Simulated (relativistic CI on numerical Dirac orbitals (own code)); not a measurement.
**Cr3+: K-alpha X-ray emission**

Computed with this model: Dirac-Coulomb-Breit CI, KLI orbitals optimised for each configuration, model QED (radiative potential, 1s self-energy scaled to tabulated hydrogen-like ionisation energies), valence Slater integrals scaled by 0.8, multiplet model of X-ray emission after core ionisation; configurations [Ar] 3d3 → 1s 2s2 2p6 3s2 3p6 3d3 → [He] 2s2 2p5 3s2 3p6 3d3; 300 K; Lorentzian 1.8 eV and Gaussian 0.6 eV FWHM. Energies are those of the free ion, without screening or charge transfer. S is read from ⟨S²⟩ = S(S + 1).

Field parameters in Wybourne normalisation: D3d B²₀ = −7Dσ, B⁴₀ = −14Dq − 21Dτ, B⁴₃ = −14√(10/7) Dq. The field is a parameter set, without covalency.

free ion: ground-state S = 1.50, centroid 5409.78 eV. Peaks (eV, height): 5403.6 (40), 5413.2 (100).

D3d, 10Dq = 15300, Dσ = -1200, Dτ = -10 cm⁻¹: ground-state S = 1.50, centroid 5409.59 eV. Peaks (eV, height): 5403.8 (55), 5413.2 (100).

Strongest unbroadened transitions for D3d, 10Dq = 15300, Dσ = -1200, Dτ = -10 cm⁻¹:

| Energy (eV) | Relative strength |
| --- | --- |
| 5403.50 | 18.6 |
| 5403.53 | 22.4 |
| 5403.54 | 34.8 |
| 5403.57 | 41.1 |
| 5404.04 | 38.4 |
| 5404.08 | 22.3 |
| 5412.05 | 23.2 |
| 5412.24 | 25.3 |
| 5412.25 | 46.5 |
| 5412.73 | 56.7 |
| 5412.77 | 32.1 |
| 5412.78 | 29.0 |
| 5412.79 | 56.4 |
| 5412.82 | 48.8 |
| 5413.68 | 50.0 |
| 5413.69 | 100.0 |
| 5413.72 | 99.9 |
| 5413.77 | 99.1 |
